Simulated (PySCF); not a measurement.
**Telling isomers of C6H5FNP apart by NMR**

One averaged value for each set of equivalent atoms, non-relativistic, single conformer, isolated molecule. σ from GIAO-PBE0/pcSseg-1; geometry: GFN2-xTB; PySCF 2.14.0 with density-fitted response routines.

Referencing at the same level of theory: $^{1}$H (σref 31.72), $^{13}$C (σref 186.93) against TMS. Splittings of carbon signals by F and P are missing where no couplings were computed. Where no couplings were computed, multiplicities follow the n + 1 count of equivalent neighbours, and m marks all less simple cases (inequivalent or close neighbours, rings, F or P nearby). Shifts are as computed. Against solution values, carbons near 30 ppm lie about +3 ppm off and those near 130 ppm about +5 ppm. Of 1211 compounds with measured shifts, 218 miss one by over three times the rms of a fit or turn the order of signals round; such compounds aren't used in these exercises.

(1) Tabulate the signals of `F/C=P/c1ccncc1`, `C#CCn1ccpc1F` and their relative energies.

(2) What is the quickest way to tell F/C=P/c1ccncc1 from C#CCn1ccpc1F?

## Answers

(1) 
```tsv
SMILES	carbon types	δC	δH	E rel. (kcal/mol)
F/C=P/c1ccncc1	1×C 5×CH	230.6, 155.8, 153.6, 131.6	9.55 (m, 1H), 9.00 (m, 2H), 7.57 (m, 2H)	0.0
C#CCn1ccpc1F	2×C 3×CH 1×CH2	192.7, 129.5, 124.5, 83.0, 81.7, 36.6	7.12 (m, 1H), 6.92 (m, 1H), 4.81 (d, 2H), 1.85 (t, 1H)	30.0
```

Energies are electronic energies at PBE0/pcSseg-1 on these geometries, without zero-point or thermal terms, each for the one conformer computed, which needn't be the lowest.

(2) Count the carbon signals: 4 against 6. The first has a carbon double-bonded to a heavier main-group atom (CH) at 230.6 ppm, the second an alkyne carbon (C) at 83.0 ppm. Their most deshielded carbons lie at 230.6 and 192.7 ppm. In the proton spectra the most deshielded non-exchanging signals are 9.55 (m, 1H) and 7.12 (m, 1H).
